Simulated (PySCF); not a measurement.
## Relaxation of quartet ReCl₃⁺

All numbers come from UPBE0/[Re def2-SVP with ECP60, Cl def2-SVP], scalar-relativistic core potentials, density fitting, no spin–orbit coupling, PySCF. A (50,194) grid was used.

A hand-made trigonal planar start, of D3h symmetry, held to at least that symmetry:

```xyz
4
charge 1 multiplicity 4, angstrom
Re    0.0000    0.0000    0.0000
Cl    2.2540    0.0000    0.0000
Cl   -1.1270    1.9520    0.0000
Cl   -1.1270   -1.9520    0.0000
```

Optimiser trace:
```csv
step,E − E(last) (kJ/mol),largest gradient (Eh/bohr)
0,18.04,0.03092
1,0.23,0.00385
2,0.01,0.00072
3,0.00,0.00001
```

It ends at D3h with Re–Cl 2.180 Å (×3); Cl–Re–Cl 120.0° (×3). A frequency run shows a minimum.

Other spin states or occupations of the open shell can lie lower. No spin–orbit coupling is included, which matters more the heavier the element.

The relaxation took 11 s on 2 threads of a shared Arm Neoverse V2 host, with 86 basis functions and 4 gradients; the process peaked at 0.6 GiB.
